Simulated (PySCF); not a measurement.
# SMILES C[C@@H]1CC[Si@H]1CCl, C$_{5}$H$_{11}$ClSi

Molfile (atoms numbered from 1):
```
C5H11ClSi
     RDKit          3D

 18 18  0  0  0  0  0  0  0  0999 V2000
   -1.0654    1.9989    0.2495 C   0  0  0  0  0  0  0  0  0  0  0  0
   -0.5935    0.6892   -0.3582 C   0  0  2  0  0  0  0  0  0  0  0  0
   -1.5452   -0.5048   -0.1281 C   0  0  0  0  0  0  0  0  0  0  0  0
   -0.5254   -1.6027    0.2369 C   0  0  0  0  0  0  0  0  0  0  0  0
    0.8363   -0.2864    0.4730 Si  0  0  1  0  0  4  0  0  0  0  0  0
    2.4493   -0.4962   -0.5264 C   0  0  0  0  0  0  0  0  0  0  0  0
    3.4473   -1.7236    0.2974 Cl  0  0  0  0  0  0  0  0  0  0  0  0
   -0.3291    2.7845    0.0949 H   0  0  0  0  0  0  0  0  0  0  0  0
   -2.0033    2.3152   -0.2056 H   0  0  0  0  0  0  0  0  0  0  0  0
   -1.2264    1.8872    1.3193 H   0  0  0  0  0  0  0  0  0  0  0  0
   -0.4348    0.8423   -1.4286 H   0  0  0  0  0  0  0  0  0  0  0  0
   -2.2035   -0.3008    0.7149 H   0  0  0  0  0  0  0  0  0  0  0  0
   -2.1641   -0.7493   -0.9901 H   0  0  0  0  0  0  0  0  0  0  0  0
   -0.3490   -2.2839   -0.5937 H   0  0  0  0  0  0  0  0  0  0  0  0
   -0.8167   -2.2046    1.0932 H   0  0  0  0  0  0  0  0  0  0  0  0
    1.1806    0.0839    1.8473 H   0  0  0  0  0  0  0  0  0  0  0  0
    3.0447    0.4116   -0.5673 H   0  0  0  0  0  0  0  0  0  0  0  0
    2.2893   -0.8542   -1.5400 H   0  0  0  0  0  0  0  0  0  0  0  0
  1  2  1  0
  2  3  1  0
  3  4  1  0
  4  5  1  0
  5  6  1  0
  6  7  1  0
  5  2  1  0
  1  8  1  0
  1  9  1  0
  1 10  1  0
  2 11  1  6
  3 12  1  0
  3 13  1  0
  4 14  1  0
  4 15  1  0
  5 16  1  1
  6 17  1  0
  6 18  1  0
M  END
```

Level of theory: TDDFT B3LYP/def2-SVPD circular dichroism and optical rotation, one conformer, gas phase in PySCF 2.14.0. Geometry: GFN2-xTB.

The molecule is flexible and this is one conformer; a measurement averages over conformers.

Draw the ECD and absorption spectra from the lowest 8 states, each a Gaussian of half-width 0.35 eV at 1/e height.


```
E (eV)  λ (nm)  Δε (L mol⁻¹ cm⁻¹)  ε (L mol⁻¹ cm⁻¹)
  5.62     220              +1.52               397
  5.72     217              +3.17               830
  5.82     213              +5.55              1470
  5.92     209              +8.18              2230
  6.02     206              +9.92              2890
  6.12     202              +9.44              3240
  6.22     199              +5.81              3230
  6.32     196              -0.79              3000
  6.42     193              -8.92              2840
  6.52     190             -16.18              2960
  6.62     187             -20.13              3380
  6.72     184             -19.23              3990
  6.82     182             -13.61              4600
  6.92     179              -5.06              5040
```
Δε uses R in velocity form, ε uses f in length form. Only the states computed contribute, so the short-wavelength end is incomplete.
